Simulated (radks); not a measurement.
Results of a calculation; reference values are marked as such.
Valence configurations of the iron ion Fe+ (all share [Ar]). Level of theory: scalar-relativistic Kohn-Sham, SCAN, spin-polarised, spherical densities, finite nucleus; open shells are filled with parallel spins first; meta-GGA in the generalised Kohn-Sham scheme; Fermi nuclear charge, rms radius 3.7377 fm (a radial shooting solver on a logarithmic mesh with Libxc functionals). Energies are relative to 3d6 4s1; eigenvalues in eV for spin up.

3d6 4s1: E (eV) 0.000; moment (Bohr magnetons) 5; e(3d) -17.856; e(4s) -13.456
3d6 4p1: E (eV) 5.572; moment (Bohr magnetons) 5; e(3d) -19.183; e(4p) -8.591
3d5 4s1 4p1: E (eV) 5.952; moment (Bohr magnetons) 7; e(3d) -25.246; e(4p) -10.000; e(4s) -16.289
3d4 4s2 4p1: E (eV) 20.881; moment (Bohr magnetons) 5; e(3d) -31.844; e(4p) -10.957; e(4s) -17.713
3d6.5 4s0.5: E (eV) 0.664; moment (Bohr magnetons) 4; e(3d) -15.182; e(4s) -12.196
3d4 4s1.5 4p1.5: E (eV) 22.813; moment (Bohr magnetons) 6; e(3d) -32.379; e(4p) -11.579; e(4s) -18.474
3d5.5 4s0.5 4p1: E (eV) 5.586; moment (Bohr magnetons) 6; e(3d) -22.087; e(4p) -9.363; e(4s) -15.275
3d4 4s1 4p2: E (eV) 23.884; moment (Bohr magnetons) 7; e(3d) -32.773; e(4p) -12.001; e(4s) -18.971

NIST lists [Ar] 3d6 4s1 as the ground configuration; this level of theory agrees among the configurations tried. The energies are those of spherical high-spin densities, not of single terms. No valid solution was reached for [Ar] 3d5.5 4s1.5; [Ar] 3d5 4s2.
